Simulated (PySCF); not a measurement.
## CdF⁺: energy against distance

Set-up: PySCF, scalar-relativistic core potentials, basis sets Cd cc-pVDZ-PP with ECP28, F cc-pVDZ. Energies in eV from Cd⁺ + F in their ground configurations at the same level. All curves are PBE0. state 1: ¹Σ⁺ (singlet), closed shell; state 2: ³Π (triplet), unpaired electrons σ ↑, π ↑, a second solution, started from another occupation.

```
R (Å)  state 1  state 2
1.639   -0.858   3.8209
1.715   -1.630   2.6467
1.792   -2.040   1.7984
1.849   -2.179   1.3169
1.906   -2.214   0.9363
1.963   -2.173   0.6356
2.039   -2.034   0.3321
2.135   -1.775   0.0699
2.249   -1.399  -0.1239
2.402   -0.863  -0.2517
```

Q: Put a parabola through the three lowest points of the state 1 curve and estimate Re, k and ωe (reduced mass 16.28 u; 1 eV/Å² = 0.16022 mdyn/Å; ωe = 1302.8·√(k/μ) cm⁻¹).

A: Through R = 1.849, 1.906, 1.963 Å the second-order coefficient is 11.7 eV/Å², so Re ≈ 1.904 Å, k ≈ 3.75 mdyn/Å and ωe ≈ 625 cm⁻¹. A polynomial fit of higher order to the unrounded PBE0 energies gives Re = 1.901 Å, k = 3.83 mdyn/Å, ωe = 632 cm⁻¹; anharmonicity and rounding make the difference.

The higher-order fit for each curve: state 1: Re = 1.901 Å, ωe = 632 cm⁻¹, De = 2.21 eV; state 2: Re = 2.619 Å, ωe = 150 cm⁻¹, minimum 0.298 eV below the ground-state fragments.

For an ion De counts to the pair picked by the measured ionisation energies or electron affinities, which need not be the lowest pair at this level.
